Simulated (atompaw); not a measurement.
**What one change does to a pseudopotential (Cd, PAW (atompaw))**

| Quantity | Value |
| --- | --- |
| Element | cadmium (Cd) |
| Generator | atompaw 4.2.0.5 |
| Type | PAW |
| Functional | PBEsol |
| Relativity | scalar-relativistic |
| Frozen core | [Kr] |
| Valence charge | 12 |
| Reference configuration | 4d10 5s2 5p0 |
| Partial waves | 5s (bound): rc 2.40 bohr; 5s channel at 0.75 Ry: rc 3.00 bohr; 5p (bound, empty): rc 3.00 bohr; 5p channel at 1.25 Ry: rc 3.00 bohr; 4d (bound): rc 3.00 bohr; 4d channel at -0.5 Ry: rc 3.00 bohr |
| Local potential | bessel scheme, radius 2.40 bohr |
| Core correction | smooth core density matched at 1.95 bohr |
| Augmentation charge | besselshape compensation charge, radius 2.60 bohr; PAW radius 3.00 bohr; waves and projectors: custom polynom gramschmidtortho |

Change: local potential troulliermartins scheme with l = 3 at 0 Ry, radius 2.40 bohr.

Cutoffs: the cutoffs (Ry, on a coarse ladder) from which the occupation-weighted sum of valence levels, in a spherical-Bessel basis at the reference potential, stays within 10 and 1 mRy of its value at 400 Ry; they do not see the model core or the augmentation charge, which bear on the density cutoff.

Question: What does the change do?

Answer: The potential gets neither clearly harder nor softer (10 Ry and 18 Ry → 10 Ry and 18 Ry); a bound ghost appears in s, which as a rule spoils a file. A state that the projectors do not describe sees the local part alone, so a deeper or shallower local part can create or remove a ghost.

| quantity | base | changed |
| --- | --- | --- |
| cutoff, loose | 10 Ry | 10 Ry |
| cutoff, tight | 18 Ry | 18 Ry |
| loose cutoff by channel (10 mRy a level) | s 6 Ry, d 8 Ry | s 8 Ry, d 8 Ry |
| bound ghosts | none | s |
| s: phases at 3.02 bohr within 0.05 rad from the reference energy up to (Ry; the scan ends near 5) | 2.7 | 3.0 |
| p: phases at 3.02 bohr within 0.05 rad from the reference energy up to (Ry; the scan ends near 5) | 3.6 | 3.9 |
| d: phases at 3.02 bohr within 0.05 rad from the reference energy up to (Ry; the scan ends near 5) | 1.0 | 1.2 |
| lowest overlap eigenvalue by channel | s 0.06, p 0.44, d 0.95 | s 0.02, p 0.22, d 0.94 |

 A true bound ghost makes a file unfit for plane-wave use even where its test errors are small: the radial tests pick states by their node count and pass the ghost by. The cutoffs see the waves, projectors and local potential, not the compensation charge or the core.
